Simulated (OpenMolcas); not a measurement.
## Xe VI: effect of the level shift or regulariser

| Item | Value |
| --- | --- |
| Program | OpenMolcas 26.06 |
| Basis | ANO-RCC-VTZP [7s6p4d2f1g] |
| Scalar Hamiltonian | DKH2, point nucleus |
| Active space | 3 electrons in 4 orbitals (5s 5p) |
| State averaging | 2S+1 = 4 odd, 1 root; 2S+1 = 2 odd, 11 roots; 2S+1 = 4 even, 3 roots; 2S+1 = 2 even, 9 roots |
| Spin-orbit coupling | RASSI with atomic mean-field integrals over the reference wave functions, term energies averaged over their components |

Methods on the same reference wave functions:
A. CASSCF
B. MS-CASPT2, IPEA 0.25 Eh, imaginary shift 0.1 Eh (closed shells correlated: 4d)
C. MS-CASPT2, IPEA 0.25 Eh, real shift 0.2 Eh (closed shells correlated: 4d)

Energies in cm-1 above 5s2 5p 2P* 1/2, the measured ground level; measured values from Saloman, J. Phys. Chem. Ref. Data 33, 765 (2004).

```
             Level       A       B       C  Measured
    5s2 5p 2P* 1/2     0.0     0.0     0.0       0.0
    5s2 5p 2P* 3/2   13780   13910   13900     15599
     5s 5p2 4P 1/2   83523   92270   92210     92586
     5s 5p2 4P 3/2   89866   98940   98880    100378
     5s 5p2 4P 5/2   96872  105100  105080    107205
     5s 5p2 2D 3/2  130996  123710  124110    124870
     5s 5p2 2D 5/2  133033  126930  127300    129230
     5s 5p2 2P 3/2  171402  155990  156040    159112
5p3 4S* 3/2 [64 %]  234992  232370  232530          
5p3 2D* 3/2 [68 %]  253858  240100  240590          
       5p3 2D* 5/2  257780  242250  242950          
       5p3 2P* 1/2  275825  261100  261420          
       5p3 2P* 3/2  282337  268170  268520
```

Deviations, from unrounded energies. A percentage is the sum of absolute deviations over the sum of measured energies, with the sign that they share, or ± where signs differ.

```tsv
Against measurement	Levels	A	B	C
mean absolute deviation (cm-1)	7	7700	1700	1600
fine structure of the ground term (%)	1	-11.7	-10.8	-10.9
other configurations (%)	6	±7.3	-1.5	-1.4
```

C lies closest to measurement on these levels and A furthest from it. The largest miss of C in the table is 5s 5p2 2P 3/2, by -3100 cm-1. The ranking rests on the paired levels alone, and a cruder setting can come out closer through cancelling errors.

Between B and C the level of the table that moves most is 5p3 2D* 5/2, by 700 cm-1 (lowest in B, highest in C). Moves below CASPT2's spread within the term are not significant.

The mean deviations of B to C differ by less than CASPT2's widest spread within a term (2100 cm-1), so their order carries little weight.

The lowest spin-free term lies below A's lowest term by 0.463 hartree in B, 0.463 hartree in C.

CASPT2 breaks the degeneracy within a term, and the mean is taken; among the terms shown or strongly mixed into the levels shown the widest spread is 2100 cm-1 (5p3 2D*, B). Over all roots computed the reference weight is 0.86 to 0.95 in B, 0.90 to 0.95 in C; the roots of lowest weight are the least certain, and an intruder state may touch them. Terms of s pⁿ other than that of highest spin mix with s² pⁿ⁻² d, which this space lacks; all of them can be thousands of cm-1 off, and some have no real level of that name. Computed and measured levels are paired by configuration, term and J; levels that our copy of the source lacks, or whose pairing is in doubt (as where it misses far off the trend of its configuration), stay unpaired and out of the deviations. Levels of configurations outside the active space are missing. Levels that lie high or do not pair safely by name in every column are left out.

A share in square brackets marks a mixed level and gives the weight of the term that names it, the lowest over the columns. * marks odd parity.
